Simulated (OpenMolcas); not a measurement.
## Nb3+ in CaF2: curves along the breathing mode

Nb3+ with its 8 nearest fluoride ions, on the Ca site of CaF2 (a = 5.46294 Å, distance in the model lattice 2.366 Å). The rest of the host is ab initio model potentials to 7.6 Å and point charges beyond; the distance is set by hand and nothing relaxes, and no local charge compensation is placed. Ligand basis ANO-RCC-VDZP.

```
Program             : OpenMolcas 26.06
Method              : SS-CASPT2, IPEA 0.25 Eh, imaginary shift 0.1 Eh (closed shells correlated: 4s 4p and the ligand valence shells)
Basis               : ANO-RCC-VDZP [6s5p3d1f]
Scalar Hamiltonian  : DKH2, point nucleus
Active space        : 2 electrons in 5 orbitals (4d)
State averaging     : 2S+1 = 3 even, 10 roots; 2S+1 = 1 even, 15 roots
Spin-orbit coupling : RASSI with atomic mean-field integrals over the reference wave functions
```

Spin-free energies (labels of O, the rotations of Oh) in cm-1 above the lowest fitted minimum, as all ligands move together:

```tsv
R (Å)	3A2	1E	1A1	3T1	1T1	3T1(2)	1T2(2)
2.085	50	8540	16900	29270	34600	49750	57250
2.134	1250	9770	18000	28010	33350	46050	53600
2.183	5810	14320	22440	30330	35910	46330	53890
2.232	13230	21740	29740	35840	41480	50060	57600
2.281	23100	31590	39470	44040	49670	56730	64240
2.33	35070	43520	51300	54540	60230	66010	73400
2.379	48840	57300	64930	67020	72720	77360	84740
```

Cubic fits give the following; the wavenumber is harmonic, with the mass of all moving ligands, small differences in it between states hang on the degree of the fit, a number in brackets counts states of one label, and the table is a selection of at most 14 states with clean curves.

| State | R0 (Å) | Breathing mode (cm-1) | Minimum (cm-1) |
| --- | --- | --- | --- |
| 3A2 | 2.092 | 577 | 0 |
| 1E | 2.091 | 574 | 8490 |
| 1A1 | 2.093 | 575 | 16840 |
| 3T1 | 2.126 | 580 | 27970 |
| 1T1 | 2.124 | 580 | 33370 |
| 3T1(2) | 2.155 | 586 | 45730 |
| 1T2(2) | 2.155 | 583 | 53290 |
| 1E(2) | 2.156 | 583 | 53730 |
| 1A1(2) | 2.153 | 583 | 66190 |

The minimum of 3T1 is shifted by +0.0339 Å against 3A2 (from the unrounded fits). With M = 152.0 u for the moving shell, the Huang-Rhys factor in this mode is S = M ω ΔR² / 2ħ = 0.01483 × 152.0 × 577 × 0.0339² = 1.49. Only the first shell moves, against a rigid host.

Roots that are degenerate in the reference are averaged as groups; the widest CASPT2 spread within a group is 490 cm-1 (the 3-fold group of multiplicity 1 near 31500 cm-1 above the lowest state of its run, R = 2.085). Shifts and gaps below about the spread of the groups concerned are not significant. Over all roots computed the reference weight is 0.69 to 0.70 in R = 2.085, 0.69 to 0.70 in R = 2.134, 0.69 to 0.70 in R = 2.183, 0.69 to 0.70 in R = 2.232, 0.69 to 0.70 in R = 2.281, 0.69 to 0.70 in R = 2.33, 0.69 to 0.70 in R = 2.379; a low but even weight reflects the number of correlated electrons. Ligand-to-metal charge-transfer states are missing. With no ligand orbital active B as a rule stays too high, so bands that hang on it stand too high and its fall with covalency is understated. With one d shell and no ligand orbital active, 10Dq can be off by a tenth or more. The least metal-like active orbital is 85 % on the metal (Löwdin) and no ligand orbital is active, so the numbers are rough (holds for R = 2.085). No measured value stands beside these numbers.
